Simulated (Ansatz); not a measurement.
fluorine atom (F), doublet; PBE/3-21G (Ansatz, an electronic-structure program).

Ansatz was given this input:
Ansatz 0.2 input:
```yaml
crystal:
  periodic: [false, false, false]
  atoms:
    - {symbol: F, position_ang: [0.00000000, 0.00000000, 0.00000000]}
basis:
  gaussian:
    orbitals: 3-21G.json
hamiltonian:
  xc: pbe
magnetization: {spin_polarized: true, initial_magnetization: 1}
```
The basis file holds 3-21G in the JSON format of the Basis Set Exchange.

### Question
Write the output that Ansatz gives for this input, abridged.

### Answer

```
Functional definition: PBE
88 factors; their error is unknown
mean field evaluation 1: about -2695.9844 eV, gradient 4.4e0 eV
mean field evaluation 2: about -2696.0043 eV, gradient 3.4e0 eV
mean field evaluation 4: about -2696.0289 eV, gradient 9.4e-2 eV
mean field evaluation 8: about -2696.0235 eV, gradient 5.8e-5 eV
mean field evaluation 16: about -2695.9951 eV, gradient 2.5e0 eV
mean field -2696.02350962 eV, -99.0770365481 hartree, gradient 5.8e-5 eV, S^2 0.750122; 2 other end points of the search recorded, 0 dependent functions left out
reference -2696.02351396 eV, -99.0770367076 hartree; 5, 4 occupied and 4, 5 virtual orbitals, 88 factors
Total energy: -2696.02351396 eV, -99.0770367076 hartree
```
